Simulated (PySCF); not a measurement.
Constitutional and geometric isomers with formula CH9NSi2. Isolated molecules, 0 K electronic values unless said otherwise. One relaxed conformer stands for each flexible species; it need not be the lowest. Strings in code marks are SMILES.

The HOMO from two functionals at the same geometries (PBE0-D4/def2-TZVP), both in PySCF: PBE-D3(BJ)/def2-TZVP and B3LYP-D3(BJ)/def2-TZVP. B3LYP has the VWN-RPA correlation part, as in Gaussian. 

```tsv
species	PBE-D3(BJ)/def2-TZVP (eV)
`[Si@@H](C)([SiH3])N`	-5.79
`C[SiH2]N[SiH3]` (C–Si–N–Si torsion 75°)	-6.04
`C[SiH2][SiH2]N`	-5.86
`NC[SiH2][SiH3]`	-5.58
`CN([SiH3])[SiH3]`	-5.79
`[SiH3]CN[SiH3]` (Si–C–N–Si torsion 155°)	-5.52
```

What does B3LYP-D3(BJ)/def2-TZVP give for each?


- `[Si@@H](C)([SiH3])N`: -6.90
- `C[SiH2]N[SiH3]` (C–Si–N–Si torsion 75°): -7.14
- `C[SiH2][SiH2]N`: -6.98
- `NC[SiH2][SiH3]`: -6.81
- `CN([SiH3])[SiH3]`: -6.87
- `[SiH3]CN[SiH3]` (Si–C–N–Si torsion 155°): -6.61
Over these rows, drawn at random from the members with no instability flagged (it was tested for open shells, ions and some series alone), PBE minus B3LYP-D3(BJ): mean +1.12 eV, from +1.08 eV to +1.23 eV.
